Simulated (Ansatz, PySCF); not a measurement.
C3H4F2Si, SMILES FC([SiH3])(F)C#C.

The structure is a stationary point at PBE0-D3(BJ)/def2-SVP. This is a generated structure with no PubChem entry under its InChIKey; it may be hypothetical.

Vertical ionisation energy (IE) and electron affinity (EA) in eV. Rows of orbital energies are one-electron estimates. Where ΔSCF, EOM or ADC give a negative EA the extra electron is unbound and the value depends on the basis.

| level | IE | EA |
|---|---|---|
| −ε(HOMO), −ε(LUMO), PBE0/def2-TZVP (PySCF) | 8.38 | 0.37 |
| −ε(HOMO), −ε(LUMO), PBE/def2-TZVP (PySCF) | 7.10 | 1.34 |
| ΔSCF, PBE0/def2-TZVPD (Ansatz), final states of multiplicity 2 and 2 | 10.46 | -0.94 |
| ΔSCF, PBE/def2-TZVPD (Ansatz), final states of multiplicity 2 and 2 | 10.12 | -0.74 |

Q: What vertical singlet–triplet gap does ΔSCF give with PBE0/def2-TZVPD (Ansatz, an electronic-structure program) and with PBE/def2-TZVPD (Ansatz)? (An estimate is asked for; the answer gives what the named calculation found.)

A: 5.18 and 5.12 eV (triplet above singlet where positive).
